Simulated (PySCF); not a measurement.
Debugging a PySCF script (MgGe)

```python
from pyscf import gto, dft

mol = gto.M(
    atom='Mg 0 0 0; Ge 0 0 2.641',
    basis='def2-svpd',
    charge=0,
    spin=2,
    symmetry=True,
    verbose=4,
)
mf = dft.UKS(mol, xc='wb97')
mf.max_cycle = 5
mf.kernel()
g = mf.nuc_grad_method()
g.grid_response = True
g.kernel()
mf.dip_moment()
print('orbital energies (hartree):', [e[max(0, n-3):n+3].round(4) for e, n in zip(mf.mo_energy, mol.nelec)])
```

```bash
$ python input.py
```

The log, shortened:

```
[earlier lines left out]
becke partition: Becke, JCP 88, 2547 (1988); DOI:10.1063/1.454033
pruning grids: <function nwchem_prune>
grids dens level: 3
symmetrized grids: True
atomic radii adjust function: <function treutler_atomic_radii_adjust>
small_rho_cutoff = 0
Freeze 0 electrons in irreps []
    44 free electrons in irreps A1 E1x E1y E2x E2y
Set gradient conv threshold to 3.16228e-05
tot grids = 39224
init E= -2276.12985556051

cycle= 1 E= -2276.79004160187  delta_E= -0.66  |g|= 0.214  |ddm|= 1.05
cycle= 2 E= -2276.79821509994  delta_E= -0.00817  |g|= 0.189  |ddm|= 0.285
cycle= 3 E= -2276.80491317094  delta_E= -0.0067  |g|= 0.0138  |ddm|= 0.17
cycle= 4 E= -2276.80534086954  delta_E= -0.000428  |g|= 0.00524  |ddm|= 0.064
cycle= 5 E= -2276.80547760274  delta_E= -0.000137  |g|= 0.00369  |ddm|= 0.0259
SCF not converged.
SCF energy = -2276.80547760274 after 5 cycles  <S^2> = 2.0088233  2S+1 = 3.0058765

WARN: Ground state SymAdaptedUKS not converged

******** <class 'pyscf.grad.uks.Gradients'> for <class 'pyscf.dft.uks_symm.SymAdaptedUKS'> ********
unit = Eh/Bohr
grid_response = True
--------------- SymAdaptedUKS gradients ---------------
         x                y                z
0 Mg     0.0000000000     0.0000000000    -0.0010988139
1 Ge     0.0000000000     0.0000000000     0.0010988139
----------------------------------------------
Dipole moment(X, Y, Z, Debye):  0.00000,  0.00000, -3.55481
orbital energies (hartree): [array([-0.2978, -0.256 , -0.256 , -0.0371,  0.0326,  0.0326]), array([-1.2679, -0.5157, -0.2839, -0.0296, -0.0123, -0.0123])]
```

Problem. Which setting is at fault, why, and what does a mended input give?

Solution. The cycle limit (5): the limit is below the number of cycles that the SCF needs. With this edit
```diff
- mf.max_cycle = 5
```
the run finishes: E(SCF) = -2276.805992 Eh, 13 cycles, ⟨S²⟩ = 2.075, μz(SCF) = -3.43 D, gradient on the second atom 0.0017 Eh/bohr.

The bond length is a typed value, not an optimised one. No search for the lowest solution was made.
